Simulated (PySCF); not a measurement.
**C₆ coefficients of unlike pairs at BLYP**

Calculated with PySCF 2.14 from the dipole response of each species, C₆(A,B) = (3/π) ∫ α_A(iu) α_B(iu) du, in atomic units, from isotropic polarisabilities. For ions this is the dispersion term alone; charge-induced terms of lower order in 1/R come first.

| species | configuration | basis | relativity | α (bohr³) | C₆ (like pair) |
| --- | --- | --- | --- | --- | --- |
| Ag(2+) | [Kr] 4d9 (2D) | def2-TZVPPD with the def2 core potential (28 electrons) (6s4p3d2f1g) | core potential | 5.136 | 23.42 |
| Tl | [Xe] 4f14 5d10 6s2 6p1 (2P) | def2-TZVPPD with the def2 core potential (60 electrons) (7s5p4d2f) | core potential | 84.14 | 862.6 |
| V | [Ar] 3d3 4s2 (4F) | aug-cc-pwCVTZ (10s9p7d4f3g) | none | 87.22 | 925.4 |

**Question.** Estimate C₆ for Tl with Ag(2+).

**Answer.** The integral gives 109.3. The combination rule 2 C_A C_B / (C_A α_B/α_A + C_B α_A/α_B) gives 92.59 and the geometric mean 142.1.

No spin-orbit coupling is included.

The other pairs:

```csv
pair,C₆
"V, Ag(2+)",101.9
"V, Tl",886.6
```
